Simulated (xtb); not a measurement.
C2H7N, charge +1, doublet, from a rough starting geometry (a state made from the parent by changing its charge; the spin is typed, not shown lowest); GFN2-xTB (xtb 6.7.1).

Here is a job for xtb.
```
$ xtb mol.xyz --gfn 2 --chrg 1 --uhf 1 --opt vtight --json

# file mol.xyz
10

C      1.02564949     0.45447892    -0.01174051
C     -0.10753349    -0.51623102    -0.14826434
N     -1.39082600     0.10198572    -0.04086810
H      2.02771644     0.03187006    -0.17730772
H      0.98741038     1.30843403    -0.73282035
H      1.03067184     0.98138942     1.01586673
H      0.05618146    -1.33709711     0.58279719
H      0.00284262    -1.02414781    -1.08653973
H     -2.11412430    -0.56797583    -0.12406673
H     -1.36217996     0.59978107     0.85132434
```

What does xtb print? Leave out banner, timings and long lists.


```
   ID    Z sym.   atoms
    1    6 C      1, 2
    2    7 N      3
    3    1 H      4-10

           -------------------------------------------------
          |                Calculation Setup                |
           -------------------------------------------------

           -------------------------------------------------
          |                 G F N 2 - x T B                 |
           -------------------------------------------------

          ...................................................
          :                      SETUP                      :
          :.................................................:
          :  # basis functions                  19          :
          :  # atomic orbitals                  19          :
          :  # shells                           13          :
          :  # electrons                        19          :
          :  max. iterations                   250          :
          :  Hamiltonian                  GFN2-xTB          :
          :  restarted?                      false          :
          :  GBSA solvation                  false          :
          :  PC potential                    false          :
          :  electronic temp.          300.0000000     K    :
          :  accuracy                    1.0000000          :
          :  -> integral cutoff          0.2500000E+02      :
          :  -> integral neglect         0.1000000E-07      :
          :  -> SCF convergence          0.1000000E-05 Eh   :
          :  -> wf. convergence          0.1000000E-03 e    :
          :  Broyden damping             0.4000000          :
          :  net charge                          1          :
          :  unpaired electrons                  1          :
          ...................................................

 iter      E             dE          RMSdq      gap      omega  full diag
   1    -10.2755953 -0.102756E+02  0.382E+00   11.37       0.0  T
   2    -10.3322661 -0.566709E-01  0.282E+00   12.12       1.0  T
   3    -10.3777510 -0.454849E-01  0.113E+00   12.32       1.0  T
   4    -10.3753169  0.243414E-02  0.101E+00   12.29       1.0  T
   5    -10.3829796 -0.766268E-02  0.140E-01   12.32       1.0  T
   6    -10.3830243 -0.446985E-04  0.635E-02   12.32       1.0  T
   7    -10.3830261 -0.186205E-05  0.167E-02   12.32       1.9  T
   8    -10.3830243  0.182527E-05  0.187E-02   12.32       1.7  T
   9    -10.3830275 -0.318956E-05  0.895E-04   12.32      35.3  T
  10    -10.3830275  0.335821E-08  0.792E-04   12.32      39.9  T
  11    -10.3830275 -0.465352E-08  0.549E-05   12.32     576.5  T

   *** convergence criteria satisfied after 11 iterations ***

         :::::::::::::::::::::::::::::::::::::::::::::::::::::
         ::                     SUMMARY                     ::
         :::::::::::::::::::::::::::::::::::::::::::::::::::::
         :: total energy             -10.240423796223 Eh    ::
         :: gradient norm              0.088968531434 Eh/a0 ::
         :: HOMO-LUMO gap             12.322263568142 eV    ::
         ::.................................................::
         :: SCC energy               -10.383026670181 Eh    ::
         :: -> isotropic ES            0.107284911282 Eh    ::
         :: -> anisotropic ES         -0.012142445248 Eh    ::
         :: -> anisotropic XC          0.010140995904 Eh    ::
         :: -> dispersion             -0.002520080462 Eh    ::
         :: repulsion energy           0.142602873958 Eh    ::
         :: add. restraining           0.000000000000 Eh    ::
         :: total charge               1.000000000000 e     ::
         :::::::::::::::::::::::::::::::::::::::::::::::::::::

      -----------------------------------------------------------
     |                   =====================                   |
     |                        A N C O P T                        |
     |                   =====================                   |
     |               Approximate Normal Coordinate               |
     |                Rational Function Optimizer                |
      -----------------------------------------------------------
      -----------------------------------------------------------
     |                   =====================                   |
     |                        A N C O P T                        |
     |                   =====================                   |
     |               Approximate Normal Coordinate               |
     |                Rational Function Optimizer                |
      -----------------------------------------------------------

          ...................................................
          :                      SETUP                      :
          :.................................................:
          :   optimization level         verytight          :
          :   max. optcycles                   200          :
          :   ANC micro-cycles                  20          :
          :   degrees of freedom                24          :
          :.................................................:
          :   RF solver                   davidson          :
          :   write xtbopt.log                true          :
          :   linear?                        false          :
          :   energy convergence         0.1000000E-06 Eh   :
          :   grad. convergence          0.2000000E-03 Eh/α :
          :   maxmium RF displ.          1.0000000          :
          :   Hlow (freq-cutoff)         0.1000000E-01      :
          :   Hmax (freq-cutoff)         5.0000000          :
          :   S6 in model hess.         20.0000000          :
          ...................................................

generating ANC from exact Hessian ...
Using Lindh-Hessian (1995)
 Shifting diagonal of input Hessian by    0.0000000000000000
 Lowest  eigenvalues of input Hessian
    0.000000    0.000000    0.000000    0.000000    0.000000    0.000000
[...]
 * total energy  :   -10.2595485 Eh     change       -0.7226404E-04 Eh
 * total energy  :   -10.2595744 Eh     change       -0.2590128E-04 Eh
 * total energy  :   -10.2595847 Eh     change       -0.1031158E-04 Eh
 * total energy  :   -10.2595952 Eh     change       -0.1053304E-04 Eh
 * total energy  :   -10.2595969 Eh     change       -0.1673663E-05 Eh
 * total energy  :   -10.2595999 Eh     change       -0.3028898E-05 Eh
 * total energy  :   -10.2596018 Eh     change       -0.1837610E-05 Eh
 * total energy  :   -10.2596052 Eh     change       -0.3406796E-05 Eh
 * total energy  :   -10.2596062 Eh     change       -0.9852249E-06 Eh
 * total energy  :   -10.2596072 Eh     change       -0.1055683E-05 Eh
 * total energy  :   -10.2596076 Eh     change       -0.4250277E-06 Eh
 * total energy  :   -10.2596078 Eh     change       -0.1912453E-06 Eh
 * total energy  :   -10.2596079 Eh     change       -0.6134412E-07 Eh
   *** GEOMETRY OPTIMIZATION CONVERGED AFTER 26 ITERATIONS ***
[...]
          ...................................................

 iter      E             dE          RMSdq      gap      omega  full diag
   1    -10.4100506 -0.104101E+02  0.714E-05   10.81       0.0  T
   2    -10.4100506 -0.579625E-11  0.370E-05   10.81     854.1  T
   3    -10.4100506 -0.226130E-11  0.266E-05   10.81    1186.6  T

   *** convergence criteria satisfied after 3 iterations ***

         :::::::::::::::::::::::::::::::::::::::::::::::::::::
         ::                     SUMMARY                     ::
         :::::::::::::::::::::::::::::::::::::::::::::::::::::
         :: total energy             -10.259607900479 Eh    ::
         :: gradient norm              0.000062918696 Eh/a0 ::
         :: HOMO-LUMO gap             10.810046572137 eV    ::
         ::.................................................::
         :: SCC energy               -10.410049783776 Eh    ::
         :: -> isotropic ES            0.106857730553 Eh    ::
         :: -> anisotropic ES         -0.014528347148 Eh    ::
         :: -> anisotropic XC          0.011036509857 Eh    ::
         :: -> dispersion             -0.002524694997 Eh    ::
         :: repulsion energy           0.150441883297 Eh    ::
         :: add. restraining           0.000000000000 Eh    ::
         :: total charge               1.000000000000 e     ::
         :::::::::::::::::::::::::::::::::::::::::::::::::::::

           -------------------------------------------------
          |                Property Printout                |
           -------------------------------------------------

    * Orbital Energies and Occupations

         #    Occupation            Energy/Eh            Energy/eV
      -------------------------------------------------------------
         1        2.0000           -0.8914731             -24.2582
         2        2.0000           -0.8348076             -22.7163
         3        2.0000           -0.8046387             -21.8953
         4        2.0000           -0.7746631             -21.0797
         5        2.0000           -0.7563112             -20.5803
         6        2.0000           -0.7451929             -20.2777
         7        2.0000           -0.6856815             -18.6583
         8        2.0000           -0.6649368             -18.0939
         9        2.0000           -0.6627726             -18.0350
        10        1.0000           -0.6130929             -16.6831 (HOMO)
        11                         -0.2158310              -5.8731 (LUMO)
        12                         -0.1033598              -2.8126
        13                         -0.1007966              -2.7428
        14                         -0.0840827              -2.2880
        15                         -0.0121155              -0.3297
        16                         -0.0021562              -0.0587
        17                          0.0417191               1.1352
        18                          0.0827721               2.2523
        19                          0.0898667               2.4454
      -------------------------------------------------------------
                  HL-Gap            0.3972619 Eh           10.8100 eV
             Fermi-level           -0.5261742 Eh          -14.3179 eV

     #   Z          covCN         q      C6AA      α(0)
     1   6 C        3.753    -0.146    23.372     6.894
     2   6 C        3.728     0.007    20.566     6.475
     3   7 N        2.633    -0.130    23.824     7.249
     4   1 H        0.925     0.115     1.658     2.014
     5   1 H        0.924     0.133     1.514     1.924
     6   1 H        0.924     0.132     1.518     1.927
     7   1 H        0.921     0.198     1.110     1.648
     8   1 H        0.921     0.197     1.113     1.650
     9   1 H        0.860     0.244     0.907     1.491
    10   1 H        0.860     0.250     0.883     1.472

 Mol. C6AA /au·bohr⁶  :        482.562910
 Mol. C8AA /au·bohr⁸  :      10025.528324
 Mol. α(0) /au        :         32.743038

Wiberg/Mayer (AO) data.
largest (>0.10) Wiberg bond orders for each atom

 ---------------------------------------------------------------------------
     #   Z sym  total        # sym  WBO       # sym  WBO       # sym  WBO
 ---------------------------------------------------------------------------
     1   6 C    3.971 --     2 C    1.058     4 H    0.971     6 H    0.918
                             5 H    0.916
     2   6 C    3.949 --     3 N    1.249     1 C    1.058     8 H    0.810
                             7 H    0.809
     3   7 N    3.385 --     2 C    1.249     9 H    0.924    10 H    0.919
     4   1 H    0.987 --     1 C    0.971
     5   1 H    0.981 --     1 C    0.916
     6   1 H    0.981 --     1 C    0.918
     7   1 H    0.946 --     2 C    0.809
     8   1 H    0.946 --     2 C    0.810
     9   1 H    0.940 --     3 N    0.924
    10   1 H    0.937 --     3 N    0.919
 ---------------------------------------------------------------------------

Topologies differ in total number of bonds
Writing topology from bond orders to xtbtopo.mol

molecular dipole:
                 x           y           z       tot (Debye)
 q only:       -0.678      -0.328       0.007
   full:       -0.830      -0.372       0.011       2.312
molecular quadrupole (traceless):
                xx          xy          yy          xz          yz          zz
 q only:        4.076       0.965      -0.278      -0.653       0.974      -3.798
  q+dip:        3.597       0.765       0.248      -0.674       1.176      -3.845
   full:        3.839       0.851       0.004      -0.674       1.088      -3.843

optimized geometry written to: xtbopt.xyz

           -------------------------------------------------
          | TOTAL ENERGY              -10.259607900479 Eh   |
          | GRADIENT NORM               0.000062918696 Eh/α |
          | HOMO-LUMO GAP              10.810046572137 eV   |
           -------------------------------------------------
```
